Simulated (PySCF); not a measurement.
GeCl₄, SMILES [Cl][Ge]([Cl])([Cl])[Cl]. Geometry optimised at PBE-D3(BJ)/def2-SVP. The isomer is the one that the SMILES or the coordinates give; other isomers of the formula were not compared.

### Question
Give the equilibrium geometry at PBE-D3(BJ)/def2-SVP (PySCF confirms it by a frequency run) as Cartesian coordinates in Å, and its point group. (The exact figures need the calculation; the answer reports its results.)

### Answer
point group Td.
```xyz
5

Cl    -1.2396    -1.2396    -1.2396
Ge     0.0000     0.0000     0.0000
Cl     1.2396    -1.2396     1.2396
Cl     1.2396     1.2396    -1.2396
Cl    -1.2396     1.2396     1.2396
```
Charge 0, spin multiplicity 1.
